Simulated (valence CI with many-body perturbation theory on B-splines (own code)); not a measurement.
## Run record, Sr15+

Computed by configuration interaction combined with many-body perturbation theory (CI+MBPT): five valence electrons over a frozen Dirac-Fock core [Ar], a basis of 7 s, 7 p, 8 d, 6 f, 4 g, 1 h functions for each j, with the one-electron correlation potential Σ1 (screened to all orders), the two-electron term Σ2, the three-electron term Σ3, Breit, model QED; selected single and double excitations, second order for the rest, scaled by the run's own slope (own B-spline code, finite nucleus).

Command, and the settings that its task file holds:

```sh
python run_cv.py task.json out
```

```
atom Sr  Z=38  mass_number=88  rms_radius_fm=4.2240
core [Ar]
valence 3d5
avg = 1
basis = M
beyond = 1
breit = 1
cap = 32000
capref = 2200
cscale = 1
de = 0.0
dress = 0
eps = 2e-08
extrap = 1
h = 0.27
hh = 1
l2 = 3
lcore = 6
maxit = 60
n2 = 5
natural = 1
nlev = 190
nno = [4, 4, 5, 4, 3, 1]
nroot = 40
nsp = [3, 3, 3, 2, 1, 0]
pt2 = 1
qed = 1
rpa = 1
s1 = 1
s2 = 1
s3 = 1
screen = 1
tol = 2e-05
whole = 1
```

Problem. Roughly how long does this run take on one core of Intel(R) Xeon(R) Processor @ 2.30GHz, and how much memory?

Solution. 2.5 min on 1 thread of Intel(R) Xeon(R) Processor @ 2.30GHz, with other jobs on the host, peak memory 1.2 GiB.

Log. The first blocks belong to the next ion, which gives the ionisation energy. Fields: 2J, parity (1 odd), roots, reference size, generating configurations, candidates as configurations/state functions, variational space P, stored matrix elements, Davidson steps; e2 is the range of second-order energies in hartree. The first line gives the box (bohr), its intervals, the orbitals and the steps of their self-consistent field. Window is the range of levels sought, series limit the energy at which the first omitted orbital would enter, core excitation an estimate of the first excitation out of the core, left out the lowest levels not solved, and shifts from estimates the range by which levels moved from their first estimate, all in cm⁻¹.

```
rmax 7.2 intervals 61 orbitals 59 references ['3d5', '3d4 4s', '3d4 4p'] scf 6 t 1.0
2J=0 par=0 roots 2 ref 17 generators 4 cand 1640/3168 P 1653/3185 nnz 2.1e+06 it 5
2J=0 par=0 roots 2 ref 17 generators 7 cand 920/2188 P 2573/5373 nnz 4.2e+06 it 5
   second order: generators 20 cand 12404/31121 e2 -0.00004 -0.00003
2J=2 par=0 roots 2 ref 36 generators 4 cand 572/3133 P 587/3169 nnz 2.4e+06 it 5
2J=2 par=0 roots 2 ref 36 generators 8 cand 1724/8959 P 2311/12128 nnz 2.5e+07 it 5
   second order: generators 17 cand 9480/64123 e2 -0.00006 -0.00004
2J=4 par=0 roots 2 ref 51 generators 4 cand 377/3080 P 393/3131 nnz 2.5e+06 it 6
2J=4 par=0 roots 2 ref 51 generators 8 cand 1795/12277 P 2188/15408 nnz 4.5e+07 it 8
   second order: generators 18 cand 12388/125928 e2 -0.00010 -0.00007
reference levels 1767, estimated 84, window 1347067 1/cm; series limit 3644938, core excitation 903398
2J=5 par=0 roots 11 ref 152 generators 9 cand 213/3710 P 445/6169 nnz 8.3e+06 it 9
2J=5 par=0 roots 11 ref 152 generators 12 cand 1517/21356 P 1962/27525 nnz 1.2e+08 it 8
   second order: generators 30 cand 41797/1291178 e2 -0.00910 -0.00059
2J=7 par=0 roots 8 ref 137 generators 7 cand 188/3547 P 445/6158 nnz 8e+06 it 10
2J=7 par=0 roots 8 ref 137 generators 10 cand 1409/21730 P 1854/27888 nnz 1.2e+08 it 9
   second order: generators 23 cand 31456/952548 e2 -0.00868 -0.00111
2J=11 par=0 roots 4 ref 67 generators 5 cand 306/3930 P 621/6348 nnz 8.2e+06 it 5
2J=11 par=0 roots 4 ref 67 generators 8 cand 1830/22061 P 2451/28409 nnz 1.1e+08 it 8
   second order: generators 24 cand 44341/1154445 e2 -0.00305 -0.00074
2J=9 par=0 roots 6 ref 107 generators 7 cand 210/3498 P 481/6047 nnz 7.5e+06 it 5
2J=9 par=0 roots 6 ref 107 generators 10 cand 1582/22475 P 2063/28522 nnz 1.2e+08 it 8
   second order: generators 25 cand 29777/1026225 e2 -0.00512 -0.00094
2J=3 par=0 roots 8 ref 127 generators 7 cand 297/3723 P 567/6320 nnz 8.2e+06 it 5
2J=3 par=0 roots 8 ref 127 generators 10 cand 1918/21953 P 2485/28273 nnz 1.1e+08 it 8
   second order: generators 32 cand 43309/1192171 e2 -0.00367 -0.00046
2J=1 par=0 roots 5 ref 74 generators 8 cand 558/3811 P 967/6378 nnz 7.1e+06 it 6
2J=1 par=0 roots 5 ref 74 generators 12 cand 3603/22643 P 4570/29021 nnz 9.5e+07 it 8
   second order: generators 26 cand 26865/356023 e2 -0.00020 -0.00006
2J=13 par=0 roots 2 ref 35 generators 3 cand 419/3928 P 856/6471 nnz 7.2e+06 it 4
2J=13 par=0 roots 2 ref 35 generators 8 cand 2662/25243 P 3518/31714 nnz 1.3e+08 it 5
   second order: generators 19 cand 32249/674019 e2 -0.00046 -0.00019
left out: unestimated 1942769, estimated 1807279, shifts from estimates -1 to 639
operators 2.0
```

The Davidson iterations converged.

No measured spectrum was set against this ion. As an estimate, terms of the open shell hold to 2 to 4 % of their energy, and close levels can change places. Among the levels kept, up to 320 cm⁻¹ of a level comes from second order outside the variational space, and about a tenth of that is noise between levels of different J, which matters for small intervals. The list stops below the first excitations out of the core. Only levels of the ground parity were solved; by the run's estimate the other parity begins above the list, which can be wrong where configurations are misplaced.

| Quantity | Value |
| --- | --- |
| Valence energy | -122.6271 hartree |
| Ionisation energy | 561.36 eV (NIST: 562 ± 3 eV (theoretical)) |
| Reference configurations for the orbitals | 3d5, 3d4 4s, 3d4 4p |
| Radial orbitals | 59 |
| Box radius | 7.163 bohr |
| Largest variational space | 31714 |
| Lowest levels | 3d5 6S_5/2 0.000, 3d5 4G_5/2 9.773, 3d5 4G_7/2 10.190, 3d5 4G_11/2 10.197, 3d5 4G_9/2 10.354, 3d5 4P_5/2 10.601, 3d5 4P_3/2 10.925, 3d5 4P_1/2 11.443, 3d5 4D_7/2 12.378, 3d5 4D_1/2 13.119, 3d5 4D_5/2 13.188, 3d5 4D_3/2 13.400, 3d5 2I_11/2 14.603, 3d5 2I_13/2 15.092 eV |

Names give the largest LS component (configuration and term), which can be under half, so a name can repeat, a term be missing and a line seem to break the LS rules; names also repeat where a configuration has a term twice.
